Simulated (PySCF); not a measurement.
Match the calculated data to a structure.

All candidates are C5H5FO.

| technique | computed result |
| --- | --- |
| UV, strongest line | among the 8 lowest singlet transitions: S6 at 7.80 eV (159 nm, f = 0.242) [TDDFT PBE0/def2-SVPD] |
| UV, first state | lowest singlet excitation: 6.18 eV (201 nm, f = 0.112) [TDDFT PBE0/def2-SVPD] |
| Rotational structure | rotational constants A, B, C: 7.230, 1.798, 1.578 GHz [GFN2-xTB] |
| Triplet | lowest triplet excitation (Tamm–Dancoff): 4.00 eV [TDA PBE0/def2-SVPD] |
| Dipole | 1.74 D [PBE0/def2-SVPD] |
| Polarisability | 59.4 au [PBE0/def2-SVPD] |

Electronic properties: PySCF, gas phase, density fitting. Levels stand in brackets. The structure is a single GFN2-xTB conformer in the gas phase; no vibrational or solvent corrections.

Question: Which candidate is it?
A. `C=CCC(F)=C=O`
B. `FCc1ccoc1`
C. `C=C/C=C\C(=O)F`

Answer: B. It is `FCc1ccoc1`. Numbering: `[F:1][CH2:2][c:3]1[cH:4][cH:5][o:6][cH:7]1`. Its formula, C5H5FO, gives 3 degrees of unsaturation: 1 ring and 2 π bonds in the structure found (Kekulé form). The optimised geometry has point group C1 and is an asymmetric top.

The others, at the same levels:
- `C=CCC(F)=C=O` fails: its computed lowest singlet excitation is 2.56 eV (485 nm, f = 0.001) (against 6.18 eV), lowest triplet excitation (Tamm–Dancoff) is 2.05 eV (against 4.00 eV) and static isotropic polarisability is 64.0 au (against 59.4 au).
- `C=C/C=C\C(=O)F` fails: its computed lowest singlet excitation is 4.64 eV (267 nm, f = 0.000) (against 6.18 eV), lowest triplet excitation (Tamm–Dancoff) is 2.70 eV (against 4.00 eV) and strongest line among the 8 lowest singlet transitions is S2 at 4.93 eV (251 nm, f = 0.549) (against S6 at 7.80 eV).

Each candidate is one conformer, not necessarily the lowest. Dipoles, sizes and rotational constants follow the conformer. The torsions of the flexible species, by atom-mapped SMILES:
- `[F:1][CH2:2][c:3]1[cH:4][cH:5][o:6][cH:7]1`: F1–C2–C3–C4 87°
- `[CH2:1]=[CH:2][CH2:3][C:4]([F:5])=[C:6]=[O:7]`: C1–C2–C3–C4 119°, C2–C3–C4–F5 76°
- `[CH2:1]=[CH:2]/[CH:3]=[CH:4]\[C:5](=[O:6])[F:7]`: C1–C2–C3–C4 180°, C3–C4–C5–O6 0°
